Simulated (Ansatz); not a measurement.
Geometry optimisation, RKS PBE/def2-SVP (Ansatz).

input.yaml

```yaml
crystal:
  periodic: [false, false, false]
  atoms:
    - { symbol: B, position_ang: [0.0, 0.0, 0.0] }
    - { symbol: "N", position_ang: [0.0, 0.0, 1.9] }
    - { symbol: H, position_ang: [-0.877, -0.2713, 2.43] }
    - { symbol: H, position_ang: [0.877, 0.2713, 2.43] }
    - { symbol: O, position_ang: [1.2211, 0.0, -0.705] }
    - { symbol: H, position_ang: [1.5209, -0.9519, -0.8599] }
    - { symbol: O, position_ang: [-1.2211, 0.0, -0.705] }
    - { symbol: H, position_ang: [-1.7308, -0.8467, -0.4965] }
    - { symbol: F, position_ang: [-0.2026, 1.5239, 0.5108] }
    - { symbol: H, position_ang: [-0.1429, 1.0745, 1.5229] }
basis:
  gaussian: { orbitals: def2-SVP }
hamiltonian:
  xc: pbe
relax:
  f_tol: 0.15
  max_steps: 25
  restrain:
    - { distance: [0, 8], at: 1.32, k: 30.0 }
    - { distance: [9, 1], at: 1.06, k: 30.0 }
    - { distance: [0, 1], at: 2.75, k: 30.0 }
    - { distance: [9, 8], at: 2.12, k: 30.0 }
output:
  orbitals: {}
```

Run as:

```bash
$ ansatz run input.yaml --threads 2 --pin off --max-ram 3072MiB --backend cpu --events-out ev --progress --plain --runs-dir out
```

Q: Where does it end, and by what steps?

A: The run converged. The restraints hold the end off the free minimum; the threshold counts their pulls, which the force column leaves out. Restrained pairs: B1–F9 (1.62 → 1.34 Å), N2–H10 (1.15 → 1.04 Å), B1–N2 (1.90 → 2.75 Å), F9–H10 (1.11 → 2.13 Å). After 7 steps the energy has fallen by 3.012 eV (the restraints' own energy left out); B1 moved furthest, 0.65 Å.

| step | energy less start (eV) | largest force component (eV/Å) | accepted |
| --- | --- | --- | --- |
| 0 | 0.0000 | 3.911 | yes |
| 1 | -1.0772 | 4.224 | yes |
| 2 | -1.6624 | 3.265 | yes |
| 3 | -2.1291 | 2.325 | yes |
| 4 | -2.6508 | 1.773 | yes |
| 5 | -2.8925 | 1.245 | yes |
| 6 | -2.9836 | 0.659 | yes |
| 7 | -3.0117 | 0.568 | yes |

```xyz
10
Properties=species:S:1:pos:R:3
B -0.038 0.453 -0.468
N -0.053 0.036 2.247
H -0.865 -0.165 2.847
H 0.779 0.018 2.851
O 1.184 -0.065 -0.815
H 1.134 -0.988 -1.113
O -1.266 -0.143 -0.620
H -1.224 -1.101 -0.778
F -0.047 1.728 -0.064
H -0.159 1.027 1.940
```

Time of the run: 15 s on 2 threads of Arm Neoverse V2, on a shared host, peak memory 0.15 GiB.
